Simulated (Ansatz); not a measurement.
Isolated molecules relaxed with PBE0-D4/def2-TZVP in Ansatz; ΔE leaves out vibrations. CCSD(T)/CBS adds triple-zeta CCSD(T) − MP2 to the extrapolated MP2 energy (def2 sets, frozen cores). This one scheme is used for every species. Functionals use def2-TZVPP. For Ga outer-core shells are correlated without core-valence functions, which leaves a few kJ/mol of doubt a bond. Scalar relativity is left out up to krypton. Each species was taken in one conformer, which may not be the lowest.

Consider the adduct formation: `[OH][Ga]([OH])[OH]` + PH₃ → `[OH][Ga-]([OH])([OH])[PH3+]`.

| level | ΔE (kJ/mol) |
| --- | --- |
| ωB97X-V | -45.0 |
| RPA@PBE/def2-TZVPP | -34.3 |
| HF/def2-SVP | -29.4 |
| MP2/CBS(def2) | -47.0 |

Q: What does CCSD(T)/CBS give? (An estimate is asked.)

A: Computed: -44.6 kJ/mol. The listed levels differ from it by -0.4, 10.3, 15.2, -2.4 kJ/mol.

Largest T1 diagnostic among the species: 0.014.

In def2-TZVPP, CCSD(T) changes the Hartree–Fock value by −12.5 kJ/mol (the triples alone add −2.5 kJ/mol) and MP2 by −14.8 kJ/mol. From PBE to PBE0 (25 % exact exchange), in def2-TZVPP and without D4, ΔE moves by −4.8 kJ/mol.
